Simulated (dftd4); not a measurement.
H8NSi2 (SMILES [SiH3][NH2+][SiH3]), charge +1, singlet, geometry from GFN2-xTB; D4 for hf run with dftd4.

The dftd4 input:
```
$ dftd4 mol.xyz --func hf --charge 1 --json dftd4.json --noedisp

# file mol.xyz
11

Si     1.54686410     0.58087505    -0.00490702
N      0.16586354    -0.70353006    -0.13289243
Si    -1.63987507    -0.18635790     0.07942884
H      2.73268072    -0.23600687    -0.22682810
H      1.19077269     1.49310708    -1.08071010
H      1.35630647     1.07283301     1.35081633
H      0.36071494    -1.43815543     0.54667362
H      0.25281666    -1.16421227    -1.03824461
H     -1.79194812     0.77499319    -1.00177351
H     -1.62641434     0.35471912     1.42975292
H     -2.33382026    -1.45580750    -0.09274506
```

What does dftd4 print? Leave out banner, timings and long lists.


```
                    ____  _____ _____     ____  _  _
      -------------|  _ \|  ___|_   _|---|  _ \| || |------------
     |             | | | | |_    | | ___ | | | | || |_           |
     |             | |_| |  _|   | ||___|| |_| |__   _|          |
     |             |____/|_|     |_|     |____/   |_|            |
     |             ===================================           |
     |            E. Caldeweyher, S. Ehlert & S. Grimme          |
     |          Mulliken Center for Theoretical Chemistry        |
     |                    University of Bonn                     |
      -----------------------------------------------------------

Rational (Becke-Johnson) damping: hf-D4-ATM
---------------------
  s6         1.0000
  s8         1.6168
  s9         1.0000
  a1         0.4496
  a2         3.3574
 alp        16.0000
--------------------

Dispersion energy:      -2.3585431679216E-02 Eh

[Info] JSON dump of results written to 'dftd4.json'
```
